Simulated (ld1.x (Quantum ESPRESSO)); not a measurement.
**Building the PAW potential for rubidium (Rb) (PBE, scalar-relativistic).**

rubidium (Rb), PAW, made with ld1.x (Quantum ESPRESSO) 7.5 (PBE, scalar-relativistic). Core [Ar] 3d10, reference 4s2 4p6 5s1 5p0. Waves: 4s (bound): rcut 2.30, rcutus 2.44 bohr; 5s (bound): rcut 2.30, rcutus 2.44 bohr; 4p (bound): rcut 3.00, rcutus 3.30 bohr; 5p (bound, empty): rcut 3.00, rcutus 3.30 bohr; 4d channel at 0.25 Ry: rcut 2.60, rcutus 2.95 bohr; 4d channel at 2.85 Ry: rcut 2.60, rcutus 2.95 bohr. Local part: all-electron potential smoothed inside 2.40 bohr (lloc = -2). Core correction: Bessel-smoothed model core, default radius (core density twice the valence density). Augmentation charge: BESSEL, radius 1.85 bohr.

Poles of the logarithmic derivatives, all-electron (AE) and pseudo (PS). s: poles at -2.3, 1.4 (AE) and -2.3, 1.4 (PS) Ry. p: poles at -1.1, 2.2 (AE) and -1.1, 1.8 (PS) Ry. d: poles at 0.6, 3.7 (AE) and 0.6, 3.8 (PS) Ry. Test radius 3.61 bohr.

- Cutoffs needed: 10 Ry and 15 Ry (the cutoffs (Ry, on a coarse ladder) from which the occupation-weighted sum of valence levels, in a spherical-Bessel basis at the reference potential, stays within 10 and 1 mRy of its value at 400 Ry)
- Ghost test: no extra level below or beside the all-electron valence levels (s, p, d, f tested) (spherical-Bessel basis up to 400 Ry, 20 bohr box)
- Configuration tests: test run stopped at test 4 of 5 (negative rho)
- Lowest eigenvalue of the overlap operator: 0.10 (s channel)
